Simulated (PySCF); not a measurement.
Al(Cl)(F)(SH) (AlClFHS), SMILES [Al]([SH])([F])[Cl].

The structure is a stationary point at B3LYP-D3(BJ)/def2-SVP. The values are those of a single conformer.

Method: TDA-B3LYP/def2-SVPD run with PySCF 2.14.0.

Vertical excitations. The molecule is in vacuum. State labels are in the subgroup Cs.

Computed UV-visible absorptions:
```tsv
state	symmetry	energy (eV)	λ (nm)	f	main pairs
S1	A"	5.44	228	0.041	HOMO→LUMO 99 %
S2	A'	6.33	196	0.020	HOMO→LUMO+1 77 %, HOMO−1→LUMO 14 %
S3	A"	6.46	192	0.005	HOMO→LUMO+2 98 %
S4	A'	6.84	181	0.047	HOMO−1→LUMO 58 %, HOMO−2→LUMO 38 %
S5	A"	7.04	176	0.047	HOMO−3→LUMO 96 %
S6	A"	7.29	170	0.007	HOMO−1→LUMO+1 92 %
S7	A'	7.40	168	0.386	HOMO−2→LUMO 51 %, HOMO−1→LUMO 23 %, HOMO→LUMO+1 13 %
S8	A"	7.58	163	0.004	HOMO−2→LUMO+1 88 %
S9	A"	7.81	159	0.017	HOMO→LUMO+3 66 %, HOMO→LUMO+4 24 %
S10	A'	7.84	158	0.015	HOMO−3→LUMO+1 80 %
T1	A"	5.11	243	0	HOMO→LUMO 97 %
T2	A'	5.58	222	0	HOMO→LUMO+1 96 %
T3	A"	5.97	208	0	HOMO→LUMO+2 96 %
T4	A'	6.40	194	0	HOMO−1→LUMO 88 %
```
Triplets are in the Tamm–Dancoff approximation.
